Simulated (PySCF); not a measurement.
# Computed properties of BH₂, SMILES [BH2]

BH2, SMILES [BH2] (connectivity only; charge and spin as stated), charge +1, multiplicity 1. Geometry optimised at PBE0-D3(BJ)/def2-TZVPD. The spin state was assumed, not searched. The isomer is the one that the SMILES or the coordinates give; other isomers of the formula were not compared. Other conformers were not sampled. All values are computed for the isolated molecule unless a solvent is named; none is compared with measurement here.

**Structure.** The optimised structure has D∞h symmetry. All 4 harmonic modes at PBE0-D3(BJ)/def2-TZVPD (PySCF) are real, so it is a minimum.

**Vibrations.** The strongest infrared lines (harmonic, unscaled, degenerate partners summed) lie at 993 cm⁻¹ (69 km/mol, H 84 %, B 16 %), 2948 cm⁻¹ (40 km/mol, H 84 %, B 16 %). The softest mode is at 993 cm⁻¹ and the zero-point energy is 10.9 kcal/mol.

**Electronic structure.** B3LYP/def2-TZVPD (PySCF) places the frontier levels at -20.32 and -11.16 eV, a gap of 9.16 eV and a mean polarisability of 9.6 bohr³. PBE/def2-TZVPD (PySCF) at the same geometry gives -18.95 and -12.11 eV, so its gap is 2.32 eV narrower. An orbital gap is neither the optical nor the fundamental gap.

**Excitations.** TDA-B3LYP/def2-TZVPD (PySCF) has S1 at 7.27 eV (171 nm, f = 0.000, dark); the most intense of the 10 singlets computed lies at 17.07 eV (f = 0.73). Strengths of degenerate partners are summed. T1 (TDA) is at 6.26 eV, 1.01 eV under S1. TDA-PBE/def2-TZVPD (PySCF) puts S1 at 7.08 eV. No vertical singlet excitation falls in the visible range (under 3.1 eV).

**NMR.** GIAO shifts at PBE0/pcSseg-2 (PySCF) (non-relativistic, atoms alike by connectivity averaged): ¹H at 4.9 ppm against TMS; ¹¹B at 92.6 ppm against BF3.
